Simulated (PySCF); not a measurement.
# Excitation energy of Be⁺ by level of theory

Be⁺ [He] 2s1 (2S) → Be⁺ [He] 3d1 (2D), as a difference of total energies. Calculation: PySCF 2.14, in dyall-acv3z; the spin-free X2C one-electron Hamiltonian (Gaussian nucleus). Correlated levels: valence and next inner shell: nothing frozen; virtual orbitals above 40 to 60 times the deepest correlated orbital energy dropped. The calculations carry no spin-orbit coupling.

```csv
method,excitation energy (cm⁻¹),error (cm⁻¹)
UHF,98272,+217
LDA,95693,-2362
PBE,95144,-2911
PBE0,96105,-1950
r2SCAN,95052,-3003
PW91,95618,-2437
LC-wPBE,99644,+1589
BHandHLYP,97898,-157
BLYP,95123,-2932
MP2 (valence and next inner shell),98762,+707
SCS-MP2 (valence and next inner shell),98709,+654
```

Reference: 98055 cm⁻¹ (measured; NIST levels, between the centres of gravity of the two terms).

Errors of the correlated levels include the incompleteness of this basis.

The promoted electron is Rydberg-like, and one or two diffuse shells describe it only roughly, which tends to raise the upper state.
